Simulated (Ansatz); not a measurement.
Reaction (formal hydrolysis of the Si–C bond): `C[SiH](O)[GeH2][OH]` + H₂O → `[OH][GeH2][SiH](O)O` + CH₄

Calculated with Ansatz (gas phase, PBE0-D4/def2-TZVP geometries, no zero-point term in ΔE). CCSD(T)/CBS adds triple-zeta CCSD(T) − MP2 to the extrapolated MP2 energy (def2 sets, frozen cores). This one scheme is used for every species. DFT in def2-TZVPP. B3LYP here is the variant with VWN-RPA as its local correlation; programs differ in this. For Ge outer-core shells are correlated without core-valence functions, which leaves a few kJ/mol of doubt a bond. Scalar relativity is left out up to krypton. Each species was taken in one conformer, which may not be the lowest.

`C[SiH](O)[GeH2][OH]`:

Z-matrix (Å, degrees):
```
C
Si 1 1.865
H 1 1.092 2 111.1
H 1 1.093 2 111.5 3 121.1
H 1 1.094 2 109.6 3 -119.4
O 2 1.655 1 113.0 3 -56.0
Ge 2 2.389 1 110.6 3 62.6
H 2 1.496 1 108.2 3 -178.5
H 6 0.958 2 118.2 1 -65.8
O 7 1.799 2 107.5 1 59.3
H 7 1.546 2 113.6 1 179.7
H 7 1.538 2 113.7 1 -54.4
H 10 0.959 7 111.9 2 74.0
```

H₂O:

Cartesian coordinates in Å:
```
O -0.044 0.303 -0.241
H -0.731 -0.266 0.112
H 0.774 -0.036 0.129
```

`[OH][GeH2][SiH](O)O`:

```xyz
11

O    -0.958    1.027    1.430
Ge    0.169    1.353    0.053
Si    0.555   -0.945   -0.447
O    -0.226   -1.237   -1.862
O    -0.078   -1.710    0.856
H    -1.355    1.810    1.814
H    -0.574    2.203   -0.999
H     1.361    2.179    0.584
H     1.966   -1.392   -0.558
H    -0.166   -2.118   -2.238
H    -0.694   -1.170    1.366
```

CH₄:

Z-matrix (Å, degrees):
```
C
H 1 1.090
H 1 1.090 2 109.5
H 1 1.090 2 109.5 3 -120.0
H 1 1.090 2 109.5 3 120.0
```

```csv
level,ΔE (kJ/mol)
r2SCAN,-122.2
B3LYP,-124.0
MP2/def2-TZVPP,-119.0
CCSD(T)/def2-TZVPP,-117.4
```

What does CCSD(T)/CBS give? (An estimate is asked.)

Ansatz gave: -115.4 kJ/mol. The listed levels differ from it by -6.8, -8.6, -3.6, -2.0 kJ/mol.

Largest T1 diagnostic among the species: 0.012.

In def2-TZVPP, CCSD(T) changes the Hartree–Fock value by +11.4 kJ/mol (the triples alone add +0.7 kJ/mol) and MP2 by +9.8 kJ/mol.
